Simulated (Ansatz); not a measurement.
Geometry optimisation, UKS B3LYP-D4/def2-mTZVP in Ansatz 0.2.0.

Input:

```yaml
crystal:
  periodic: [false, false, false]
  atoms:
    - { symbol: Ge, position_ang: [-0.91086, 1.128509, -1.081113] }
    - { symbol: Si, position_ang: [0.904959, -1.115962, 1.102676] }
    - { symbol: H, position_ang: [0.308619, 0.458307, -1.737567] }
    - { symbol: H, position_ang: [-2.154983, 0.253717, -1.324135] }
    - { symbol: H, position_ang: [-1.127636, 2.508563, -1.726816] }
    - { symbol: H, position_ang: [0.010891, -0.103922, 1.613196] }
    - { symbol: H, position_ang: [-0.664122, 1.251225, 0.412561] }
    - { symbol: H, position_ang: [2.082449, -0.449815, 0.489483] }
    - { symbol: H, position_ang: [1.35683, -2.024571, 2.187449] }
    - { symbol: H, position_ang: [0.193853, -1.90595, 0.064266] }
magnetization:
  spin_polarized: true
basis:
  gaussian: { orbitals: def2-mTZVP }
hamiltonian:
  xc: b3lyp
  dispersion: d4
relax:
  f_tol: 0.03
  max_steps: 50
output:
  orbitals: {}
```

Command:

```bash
$ ansatz run input.yaml --threads 2 --pin off --max-ram 3072MiB --backend cpu --events-out ev --progress --plain --runs-dir out
```

Where does it end, and by what steps?

The run converged. The force dipped under the threshold on the way, but the program's further checks kept it going. After 13 steps the energy has fallen by 0.198 eV; H6 moved furthest, 0.99 Å.

```
step  energy less start (eV)  largest force component (eV/Å)  accepted
   0                  0.0000                           0.671       yes
   1                 -0.1335                           0.155       yes
   2                 -0.1814                           0.097       yes
   3                 -0.1886                           0.025       yes
   4                 -0.1895                           0.026       yes
   5                 -0.1902                           0.032       yes
   6                 -0.1908                           0.036       yes
   7                 -0.1917                           0.102       yes
   8                 -0.1930                           0.061       yes
   9                 -0.1952                           0.032       yes
  10                 -0.1958                           0.076       yes
  11                 -0.1969                           0.034       yes
  12                 -0.1974                           0.006       yes
  13                 -0.1976                           0.008       yes
```

```xyz
10
Properties=species:S:1:pos:R:3
Ge -0.972 1.244 -1.360
Si 0.973 -1.244 1.361
H 0.266 0.668 -2.063
H -2.134 0.243 -1.462
H -1.375 2.568 -2.032
H 0.300 -0.520 2.464
H -0.647 1.501 0.120
H 2.014 -0.378 0.760
H 1.599 -2.480 1.888
H -0.025 -1.602 0.325
```

Whether the end is a true minimum wasn't checked by a vibrational analysis.

The run took 31 s on 2 threads of AMD EPYC 7B13 (Zen 3), with other jobs on the host, peak memory 0.25 GiB.
